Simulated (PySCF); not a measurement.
## XPS shifts beside NMR shieldings

Compound: C₅H₁₂BN.
Atom-mapped SMILES: `[CH2:1]=[C:2]([CH3:3])[BH:4][N:5]([CH3:6])[CH3:7]`

Binding energies: delta-SCF UKS SCAN, pcX-2 on the ionised atom, pcseg-1 elsewhere, spin-free X2C (PySCF). Shieldings: GIAO HF/pcSseg-1, non-relativistic, same geometry.

```tsv
atom	C 1s (eV)
C1	289.53
C2	289.66
C3	290.36
C6	291.52
```

Task: What are the absolute isotropic shieldings of these atoms?

Result: 
| atom | environment | C 1s (eV) | isotropic shielding (ppm) |
| --- | --- | --- | --- |
| C1 | terminal =CH2 carbon | 289.53 | 62.5 |
| C2 | fully substituted alkene carbon | 289.66 | 33.3 |
| C3 | allylic carbon | 290.36 | 167.4 |
| C6 | N-methyl carbon | 291.52 | 148.0 |

Task: Among the listed atoms, is the one with the highest binding energy also the least shielded?

Result: No. The highest binding energy is at C6 (291.52 eV, shielding 148.0 ppm), the lowest shielding at C2 (33.3 ppm, 289.66 eV).

By binding energy: C1 < C2 < C3 < C6. By shielding: C2 < C1 < C6 < C3.

Of atoms equivalent by bonding only the ionised one is listed; its partners' own values can differ in this conformer. Spin contamination (⟨S²⟩ against 0.75 for a pure doublet) is marked for C 1s of C2 (0.87), which makes this value less certain. Isolated species at its PBE0-D3(BJ)/def2-SVP geometry (one conformer only).

Conformer computed: `[CH2:1]=[C:2]([CH3:3])[BH:4][N:5]([CH3:6])[CH3:7]`: C1–C2–B4–N5 -54°, C2–B4–N5–C6 178°.
